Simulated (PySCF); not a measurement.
SnBr: frontier orbitals

PBE0 at R = 2.525 Å; Sn def2-TZVPPD with ECP28, Br def2-TZVPPD; scalar-relativistic core potentials (PySCF 2.14). State: ²Π (doublet), unpaired electrons π ↑. Only the outer orbitals are listed, counted within each symmetry, core potentials removing the inner ones.

```tsv
spin	orbital	occ.	ε (eV)	on Sn (%)	main shells (%)
α	10σ	1	-20.95	5	95 Br s
α	11σ	1	-12.97	79	79 Sn s, 17 Br p
α	12σ	1	-8.58	41	58 Br p, 23 Sn p, 17 Sn s
α	6π	1	-8.52	10	90 Br p, 8 Sn p
α	6π	1	-8.47	7	92 Br p
α	7π	1	-5.02	92	92 Sn p
α	7π	0	-3.22	94	93 Sn p
α	13σ	0	-1.06	85	76 Sn p, 18 Br p
β	10σ	1	-20.89	4	96 Br s
β	11σ	1	-12.32	72	72 Sn s, 24 Br p
β	6π	1	-8.46	6	93 Br p
β	12σ	1	-8.34	46	53 Br p, 24 Sn s, 21 Sn p
β	6π	1	-8.28	5	95 Br p
β	7π	0	-2.91	94	93 Sn p
β	7π	0	-2.14	93	92 Sn p
β	13σ	0	-0.81	81	71 Sn p, 17 Br p
```

Q: Which are the highest filled and the lowest empty level, where do they sit, and how wide is the gap?

A: Highest filled α 7π at -5.02 eV (in %: 92 Sn p); lowest empty α 7π at -3.22 eV (in %: 93 Sn p); the gap at PBE0 is 1.80 eV. Both belong to one degenerate shell, split only by its one-sided filling, so this is no excitation gap.

| Property | Result |
| --- | --- |
| bond order (Mayer) | 1.02 |
| ⟨S²⟩ | 0.754 |
| charge on Sn (Mulliken, basis-dependent) | 0.33 |
| charge on Sn (Löwdin, basis-dependent) | 0.28 |
| dipole moment (positive dipole means Sn(−)Br(+)) | -2.56 D |
| polarisability along the bond | 93.1 bohr³ |
| polarisability across the bond | 61.1 bohr³ |

Spin–orbit coupling is left out. The state was picked by a PBE0 search and need not be the measured ground state.
